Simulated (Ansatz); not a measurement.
# Interaction energy ladder

The pair of Cl⁻ (SMILES [Cl-], atom 1) and BF$_{3}$ (SMILES FB(F)F, atoms 2–5), both closed shells, in one local arrangement (a lower one may exist), relaxed at PBE0-D4/def2-TZVPD:

```
atom    x (Å)    y (Å)    z (Å)
 Cl1  -0.1638  -0.0851  -1.8029
  F2  -0.6185   1.1630   0.5626
  B3   0.0124   0.0064   0.1366
  F4   1.3640   0.0347   0.4357
  F5  -0.5941  -1.1191   0.6681
```

Program: Ansatz 0.2.0. Basis: def2-TZVPPD, with def2-QZVPPD for the basis limit. Cores are frozen in the correlated methods. B3LYP uses VWN-RPA correlation. Extrapolation: Hartree–Fock as exp(−7.88 √X), correlation as X^−2.97. Interaction energies count from these two fragments, frozen as in the pair, with the counterpoise correction; negative means bound.

Question: What is the interaction energy by CCSD(T) at an estimated basis limit (MP2 extrapolated from triple and quadruple zeta, plus CCSD(T) − MP2 in triple zeta)? (To be estimated.)

Answer: The calculation gives: -299.5 kJ/mol. Hartree–Fock alone gives -285.6 kJ/mol at the basis limit. It counts from the two fragments frozen as in the pair.

The same quantity by other methods in triple zeta, and each one's difference from that estimate:
| method | E_int (kJ/mol) | difference |
| --- | --- | --- |
| PBE-D4 | -281.1 | 18.4 |
| revPBE-D4 | -273.1 | 26.4 |
| BLYP-D4 | -262.1 | 37.4 |
| r2SCAN-D4 | -296.5 | 2.9 |
| B97M-V | -289.3 | 10.2 |
| PBE0-D4 | -302.0 | -2.5 |
| B3LYP-D4 | -283.8 | 15.7 |
| HSE06-D4 | -301.5 | -2.0 |
| wB97X-V | -296.6 | 2.8 |
| wB97M-V | -292.3 | 7.2 |
| B2PLYP | -281.5 | 18.0 |
| HF | -284.9 | 14.6 |
| MP2 | -289.0 | 10.5 |
| CCSD | -290.3 | 9.2 |
| CCSD(T) | -288.6 | 10.9 |
Differences are method less estimate.

Question: Which atoms make the shortest contact between the fragments?

Answer: Cl1 and B3, 1.95 Å apart.

Energy to bend the free fragments (PBE0-D4 minima) into their shapes in the pair, CCSD(T)/def2-TZVPPD: BF$_{3}$ 151.8 kJ/mol. This must be added to the interaction energy to get the binding energy from relaxed fragments.

Basis-set superposition shift (counterpoise-corrected less uncorrected): CCSD(T) 12.2; MP2 11.5; HF 0.8; PBE0-D4 1.0; wB97M-V 0.9 kJ/mol.

T1 diagnostic: at most 0.016.

For scale, one of the runs: CCSD(T)/def2-TZVPPD, 208 basis functions, launched by `ansatz run in.yaml --threads 4 --pin off --events-out ev --progress --plain --max-ram 9574MiB`. The run took 12 s on 4 CPU threads of an Intel Xeon 6975P-C (shared host), with 2.3 GiB of host memory at its peak.
